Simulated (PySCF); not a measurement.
ZnI, SMILES [Zn+][I], charge +1.

Coordinates come from a B3LYP-D3(BJ)/def2-TZVP optimisation. The multiplicity is an assumed one; other spin states were not compared. The def2 effective core potentials stand for the cores of I; spin–orbit coupling is left out.

Computed with C-PCM-PBE0/def2-TZVPD (PySCF).

The values are the electrostatic part of the solvation free energy, E(continuum) − E(gas) at the gas-phase geometry, in a cavity of scaled van der Waals radii (PySCF's table); cavitation and dispersion terms are not included. A continuum can't describe solvent molecules that bind to the metal. In vacuum the orbital gap is 2.91 eV.

```csv
solvent,ε,ΔG(elec) (kcal/mol),gap (eV)
water,78.36,-111.6,5.02
ethanol,24.85,-107.9,4.93
tetrahydrofuran,7.43,-95.5,4.63
```
